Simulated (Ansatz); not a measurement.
System: methylidenesilane, CH4Si, net charge 0, singlet state. 
Geometry from a B3LYP-D3(BJ)/def2-TZVP (Ansatz, an electronic-structure program) optimisation:
SMILES: C=[SiH2]
```xyz
6

C     -1.1498    -0.0548    -0.0450
Si     0.5479     0.0261     0.0215
H     -1.7685     0.8316    -0.0996
H     -1.6839    -0.9961    -0.0356
H      1.3979    -1.1745     0.0958
H      1.2833     1.3023     0.0091
```
Charge 0, spin multiplicity 1.

Basis-set convergence of Hartree-Fock and MP2 correlation energies (hartree) with Ansatz. Cores are frozen in the correlated levels unless marked. No spin-orbit coupling. No relativistic terms.

The Hartree-Fock reference is unstable (checked in the largest basis), which strains HF and MP2. 

| basis | functions | E(HF) | E(corr, MP2) |
|---|---|---|---|
| aug-cc-pV(D+d)Z | 91 | -329.06907 | -0.25334 |
| aug-cc-pV(T+d)Z | 193 | (withheld) | (withheld) |

Question: Fill in the missing entries.

Answer: 
- aug-cc-pV(T+d)Z, E(HF): -329.09090
- aug-cc-pV(T+d)Z, E(corr, MP2): -0.30048
